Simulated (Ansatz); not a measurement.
`CC(C)(C)[NH][Ge]([F])([F])[F]`. Total charge 0; spin multiplicity 1. Geometry: relaxed with PBE0-D4/def2-TZVP. It is one conformer, not always the lowest.

```xyz
19

C    -0.760   -1.211    0.891
C    -0.449   -0.182   -0.194
C    -1.715    0.167   -0.967
C     0.607   -0.728   -1.145
N     0.057    1.067    0.396
Ge    1.748    1.317    0.895
F     1.812    2.661    1.949
F     2.517    0.013    1.704
F     2.805    1.655   -0.404
H    -1.502   -0.819    1.592
H     0.141   -1.465    1.453
H    -1.163   -2.128    0.455
H    -2.472    0.591   -0.301
H    -2.141   -0.727   -1.429
H    -1.498    0.897   -1.748
H     1.520   -1.011   -0.610
H     0.863    0.008   -1.909
H     0.237   -1.627   -1.639
H    -0.605    1.522    1.010
```

**Question.** What is the dipole moment at B3LYP/def2-TZVPP? (Estimate.)

**Answer.** The calculation gave: 3.98 D, with components (-3.57, -1.55, -0.86) D in this frame, pointing from negative to positive charge.

**Question.** And with PBE, r2SCAN, ωB97M-V? (Estimate.)

**Answer.** Ansatz gave: PBE 3.86 D, r2SCAN 3.96 D, ωB97M-V 3.93 D.

**Question.** Give the Mulliken charges with B3LYP, PBE, r2SCAN in def2-TZVPP. (Best estimate.)

**Answer.** The calculation gave: 
| atom | B3LYP | PBE | r2SCAN |
| --- | --- | --- | --- |
| C1 | -0.28 | -0.27 | -0.21 |
| C2 | 0.26 | 0.24 | 0.35 |
| C3 | -0.27 | -0.26 | -0.18 |
| C4 | -0.31 | -0.29 | -0.23 |
| N5 | -0.32 | -0.27 | -0.37 |
| Ge6 | 1.06 | 0.90 | 1.05 |
| F7 | -0.35 | -0.30 | -0.34 |
| F8 | -0.36 | -0.31 | -0.35 |
| F9 | -0.35 | -0.31 | -0.34 |
| H10 | 0.07 | 0.07 | 0.04 |
| H11 | 0.10 | 0.09 | 0.06 |
| H12 | 0.08 | 0.07 | 0.04 |
| H13 | 0.08 | 0.07 | 0.04 |
| H14 | 0.08 | 0.07 | 0.04 |
| H15 | 0.09 | 0.09 | 0.06 |
| H16 | 0.09 | 0.09 | 0.06 |
| H17 | 0.12 | 0.11 | 0.08 |
| H18 | 0.08 | 0.08 | 0.05 |
| H19 | 0.13 | 0.14 | 0.14 |

B3LYP here is the variant with VWN-RPA as its local correlation; programs differ in this.
